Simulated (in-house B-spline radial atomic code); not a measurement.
Lu⁺. Computed with a B-spline radial atomic code. Model: non-relativistic spherical atom: semilocal Troullier-Martins pseudo-atom, one channel per l, against all electrons, high spin, G0W0 and RPA with empty states to l = 8, local potential for every l without a channel, a model core (radius 0 = none) keeps its share of the functional.

Without relativity these are model numbers for so heavy an element.

What the tables leave out is listed at the end.

The pseudopotential gives back the lowest level of each angular momentum of its own functional in the configuration it was made in; a second state of the same l is only approximately right. Exact exchange, RPA and GW see the smooth pseudo-orbitals and miss the exchange with the core, for which the functional's share stands in. The column with an uncorrelated core keeps all orbitals and exact exchange, and so separates missing core correlation from pseudisation. Only the three outermost levels and the lowest empty one were computed. RPA here is direct RPA, with no exchange kernel, and its energies carry an (l + 1/2)⁻⁴ tail. A hybrid on a potential with a model core restores only its own semilocal share of the core's exchange.

Command:
```bash
python run_psgw.py task.json out
```
Settings (lengths in bohr, energies in hartree):
```
Z                      71
electrons              70
configuration          [Xe] 4f14 6s2
generated_in           [Xe] 4f14 5d1 6s2
functional             pbe,pbe
core_shells            8
radius_factor          1
core_correction        True
ion_configuration      [Xe] 4f14 6s1
```

Time taken, with all properties: 81 s on 1 thread of Arm Neoverse N1, with other jobs on the host.

Given: made with PBE; model core radius 0.31 bohr; local radius 0.65 bohr; mean-field start PBE0.

Valence shells of the generating configuration: 4d, 5s, 5p, 4f, 6s, 5d.

Channel: s 1.128, p 1.242, d 0.487, f 1.574 (radii in bohr).

Computed: largest level miss in the spin-unpolarised generating configuration 0.061 eV; valence RPA correlation energy all-electron orbitals -2.7697 hartree; valence RPA correlation energy pseudo -3.1606 hartree; all-electron RPA polarisability, core included 51.06 bohr³; ionisation by mean-field pseudo minus all 0.124 eV; ionisation by RPA all-electron 13.364 eV; ionisation by RPA pseudo minus all 0.242 eV.

| level | occupied | mean-field all-electron (eV) | mean-field pseudo minus all (eV) | G0W0 all-electron (eV) | G0W0 uncorrelated core minus all (eV) | G0W0 pseudo minus all (eV) | exchange self-energy all-electron (eV) | exchange self-energy pseudo (eV) |
| --- | --- | --- | --- | --- | --- | --- | --- | --- |
| 6s | 1 | -10.931 | -0.106 | -13.359 | -0.013 | -0.269 | -8.9053 | -8.9561 |

(1) What is the pseudo-atom RPA polarisability?

(2) What is the ionisation by mean-field all-electron?

Results:

(1) 49.922 bohr³.

(2) 12.95 eV.

Among the listed levels the largest G0W0 shift of the pseudo-atom is -0.27 eV, for 6s on the PBE0 start, while leaving the core uncorrelated moves that level by -0.01 eV. So pseudisation and the lost core exchange, not the missing core correlation, make the error. Not in the tables (levels of low weight, unsolved or above zero; the highest and the empty levels are kept at any weight): the PBE start was refused, since an empty level lay at or below an occupied one; on PBE0 the G0W0 levels 4f (pseudo minus all +3.88 eV, weights 0.57 and 0.71), 5p (pseudo minus all -1.29 eV, weights 0.44 and 0.76), 5d (pseudo minus all +0.34 eV, weights 0.41 and 0.39); no Hartree-Fock pseudo-atom is run with a model core.
